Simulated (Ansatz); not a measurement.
`CCCCc1ccccc1` + `[CH3][In]([OH])[Cl]` → `CC[O][In]([CH3])[Cl]` + `CCc1ccccc1`  (substitution at a C–C bond)

Computed with Ansatz on PBE0-D4/def2-TZVP structures; ΔE is electronic, products minus reactants. CBS: MP2 limit from def2 TZ/QZ plus the TZ coupled-cluster correction, frozen cores. Functionals use def2-TZVPP. B3LYP here is the variant with VWN-RPA as its local correlation; programs differ in this. Elements past krypton have def2 core potentials. For In outer-core shells are correlated without core-valence functions, which leaves a few kJ/mol of doubt a bond. Each species was taken in one conformer, which may not be the lowest.

```tsv
level	ΔE (kJ/mol)	difference from CCSD(T)/CBS
r2SCAN-D4	31.0	-6.0
PBE0-D4	34.5	-2.5
B3LYP-D4	27.7	-9.3
ωB97M-V	34.9	-2.1
PBE	30.4	-6.6
B3LYP	27.6	-9.4
HF/def2-TZVPP	27.6	-9.4
MP2/def2-TZVPP	40.8	3.8
HF/def2-QZVPP	27.7	-9.3
HF/CBS(def2)	27.7	-9.3
CCSD(T)/CBS	37.0	0
```

Largest T1 diagnostic among the species: 0.014.

In def2-TZVPP, CCSD(T) changes the Hartree–Fock value by +7.7 kJ/mol (the triples alone add −0.2 kJ/mol) and MP2 by +13.2 kJ/mol. From PBE to PBE0 (25 % exact exchange), in def2-TZVPP and without D4, ΔE moves by +3.7 kJ/mol.
